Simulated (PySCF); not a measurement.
Excitation energy of Cl⁺ by level of theory

Cl⁺ [Ne] 3s2 3p4 (3P) → Cl⁺ [Ne] 3s1 3p5 (3P), as a difference of total energies. Computed with PySCF 2.14 in aug-cc-pwCVDZ (6s5p3d, 36 functions), with no relativity, point nucleus. Correlated levels: nothing frozen. The calculations carry no spin-orbit coupling.

| method | excitation energy (eV) |
| --- | --- |
| UHF | 14.281 |
| MP2 (all electrons) | 12.889 |
| SCS-MP2 (all electrons) | 12.708 |
| CCSD (all electrons) | 11.814 |
| CCSD(T) (all electrons) | 11.529 |

**Question.** How much does correlation contribute at CCSD(T) (all electrons)?

**Answer.** 11.529 − (14.281) = -2.752 eV, measured against UHF.

Errors of the correlated levels include the incompleteness of this basis.

The coupled-cluster amplitudes are large for the upper state (T1 above 0.03 or a double amplitude above 0.15), so a single reference is strained.

For comparison: 11.573 eV (measured; NIST levels, between the centres of gravity of the two terms).
